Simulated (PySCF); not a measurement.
A calculated (UHF, PySCF 2.14, dyall-av2z, no relativity, point nucleus) atom or ion has these occupied shells.

| shell | electrons | orbital energy (eV) | rms radius, mean of both spins (bohr) |
| --- | --- | --- | --- |
| 1s α | 1 | -550.33 | 0.231 |
| 1s β | 1 | -549.21 | 0.231 |
| 2s α | 1 | -24.766 | 1.32 |
| 2s β | 1 | -19.839 | 1.32 |
| 2p α | 3 | -4.806 | 1.76 |
| 2p β | 2 | -2.129 | 1.76 |

(1) Name the element and its charge.

Results:

(1) O⁻ (oxygen, charge -1), in [He] 2s2 2p5, 2P determinant.
